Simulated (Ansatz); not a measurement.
```yaml
crystal:
  periodic: [false, false, false]
  atoms:
    - {symbol: O, position_ang: [-1.220602, 1.844020, -0.017100]}
    - {symbol: C, position_ang: [-0.224187, 0.982067, 0.207223]}
    - {symbol: N, position_ang: [-0.253850, -0.205040, -0.213007]}
    - {symbol: As, position_ang: [1.249488, -1.234465, 0.217736]}
    - {symbol: H, position_ang: [-1.890614, 1.366345, -0.528454]}
    - {symbol: H, position_ang: [0.571775, 1.463037, 0.785212]}
    - {symbol: H, position_ang: [1.410387, -1.822490, -1.179872]}
    - {symbol: H, position_ang: [0.449803, -2.450473, 0.672462]}
basis:
  gaussian: {orbitals: STO-3G, fitting: {mean_field: cc-pVTZ-jkfit}}
magnetization: {spin_polarized: true, initial_magnetization: 1}
hamiltonian: {xc: {name: HF}}
correlation: {method: bccd_t}
```

```sh
$ ansatz run in.yaml --threads 2 --pin off --events-out ev --progress --plain --max-ram 4352MiB
```

Output, abridged:

```
Error: a molecule whose nuclei and cores have a total charge of 58 cannot have a net charge of 0 together with 1 unpaired electrons
```

Problem. Something in this input is off. What?

Solution. The number of unpaired electrons doesn't fit the electron count. The input was rejected before any iteration.
